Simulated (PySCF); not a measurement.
BiH2Cl, SMILES [Cl][BiH2].

The structure is a stationary point at PBE0-D3(BJ)/def2-TZVP. The def2 effective core potentials stand for the cores of Bi; spin–orbit coupling is left out.

These are PySCF with PBE0-D3(BJ)/def2-TZVP values and carry that method's errors.

Frequencies are harmonic and unscaled.

```tsv
mode	ν (cm⁻¹)	IR (km/mol)	Raman (Å⁴/amu)	depolarisation	moving atoms (share of kinetic energy)
1	329	41.3	12.1	0.33	Cl 85 %, Bi 15 %
2	558	0.1	28.8	0.75	H 98 %
3	573	30.6	29.8	0.66	H 97 %
4	774	21.2	39.2	0.75	H 99 %
5	1821	218.8	293.1	0.10	H 100 %
6	1828	226.9	197.6	0.75	H 100 %
```
